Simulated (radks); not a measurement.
Values are calculated unless marked as measured or tabulated.
Orbital eigenvalues (eV) of the gadolinium ion Gd+, [Xe] 4f7 5d1 6s1, at several levels of relativity; Dirac values are averaged over j with weights 2j + 1. Spin-unpolarised spherical Kohn-Sham, PBE, point nucleus unless stated (finite: rms radius 5.1569 fm), a radial shooting solver on a logarithmic mesh with Libxc functionals. A level marked "c x" has the speed of light scaled by that factor and shares open shells by 2j + 1; other Dirac levels either fill j = l - 1/2 first or share by 2j + 1.

shell,non-rel.,scalar-rel.,"Dirac, low j first","Dirac, 2j+1 shares, finite nucleus","change of magnitude, last against first (%)"
3s,-1661.0,-1840.4,-1836.9,-1837.2,+10.61
3p,-1498.9,-1558.1,-1561.0,-1561.6,+4.19
3d,-1196.8,-1185.6,-1183.0,-1183.6,-1.10
4s,-333.24,-375.78,-374.81,-375.12,+12.57
4p,-269.81,-282.73,-283.30,-283.66,+5.13
4d,-156.76,-154.06,-153.45,-153.79,-1.89
5s,-49.774,-56.080,-55.853,-55.982,+12.47
5p,-32.618,-33.596,-33.636,-33.751,+3.48
4f,-19.177,-15.030,-14.730,-15.004,-21.76
5d,-9.0430,-8.4036,-8.3430,-8.4014,-7.09
6s,-8.6490,-9.2759,-9.2425,-9.2726,+7.21
6p (empty),-5.7184,-5.7328,-5.7297,-5.7498,+0.55
